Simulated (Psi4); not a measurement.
Cl₂Sc (SMILES [Cl][Sc+][Cl]), charge +1, singlet, at a GFN2-xTB geometry (such geometries of metal compounds can be far from the true shape) (the multiplicity is a formal guess). Base run: HF/6-31G (Psi4).

Psi4 was given this input:
```
memory 2 GB

molecule mol {
1 1
Sc    0.406218   -0.000294    0.428711
Cl    1.195032    0.375812   -1.634605
Cl   -1.696832   -0.375448    1.105021
}

set {
  basis 6-31g
  reference rhf
  stability_analysis check
  scf_type pk
}

energy('scf')
print_variables()
```

The bond that is stretched is that between atoms 3 and 1. A test that says stable can miss a lower solution.

Each row names what was changed in the base input (with any setting that the change needs).

```csv
change,ΔE vs base (kcal/mol),<S^2>,outcome
base,0.000,0.000,converged
stability_analysis = follow; reference = uhf,0.000,0.000,converged
bond × 1.25,31.43,0.000,converged
stability_analysis = follow; reference = uhf; bond × 1.25,31.43,0.000,converged
bond × 1.5,76.5,0.000,converged
stability_analysis = follow; reference = uhf; bond × 1.5,-,-,not converged
bond × 1.8,117.8,0.000,converged
stability_analysis = follow; reference = uhf; bond × 1.8,-,-,not converged
bond × 2.2,149.1,0.000,converged
stability_analysis = follow; reference = uhf; bond × 2.2,-,-,not converged
bond × 3.0,171.6,0.000,converged
stability_analysis = follow; reference = uhf; bond × 3.0,-,-,not converged
```

Psi4 reported an instability in these rows: stability_analysis = follow; reference = uhf; bond × 1.5; stability_analysis = follow; reference = uhf; bond × 1.8; stability_analysis = follow; reference = uhf; bond × 2.2; stability_analysis = follow; reference = uhf; bond × 3.0 (restricted rows aren't judged here).

Where a bond breaks into two radicals, a solution with restricted orbitals usually stops being the lowest and lies too high; an unrestricted one lies lower at the price of spin contamination, which <S^2> shows.
